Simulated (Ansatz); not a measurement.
Mulliken charges of `[NH]=[Ta]([NH2])([OH])[OH]` from ωB97M-V/def2-TZVPP in Ansatz (PBE0-D4/def2-TZVP geometry).

| atom | x (Å) | y (Å) | z (Å) | charge (e) |
| --- | --- | --- | --- | --- |
| N1 | -1.027 | 1.293 | -0.434 | -0.411 |
| Ta2 | 0.115 | 0.110 | 0.218 | 0.925 |
| N3 | -0.009 | -1.438 | -1.020 | -0.405 |
| O4 | -0.346 | -0.425 | 2.002 | -0.420 |
| O5 | 1.909 | 0.789 | 0.258 | -0.420 |
| H6 | -1.655 | 2.013 | -0.745 | 0.108 |
| H7 | 0.528 | -2.288 | -0.917 | 0.113 |
| H8 | -0.605 | -1.495 | -1.830 | 0.139 |
| H9 | -1.105 | -0.216 | 2.543 | 0.185 |
| H10 | 2.278 | 1.606 | -0.074 | 0.185 |

Task: By hand: the dipole of these point charges (1 e Å = 4.8032 D).

Result: Σ q r = (-0.111, 0.008, -0.138) e Å, of length 0.177 e Å = 0.85 D.

Task: How does the dipole of the full density compare? (Estimate.)

Result: Computed: (-0.104, 0.035, -0.109) e Å, 0.74 D; the point charges give 1.15 times that, at 12° from its direction.

Point charges leave out the atoms' own dipoles, such as those of lone pairs, and Mulliken's split depends on the basis, so the close match here is no proof of good charges.
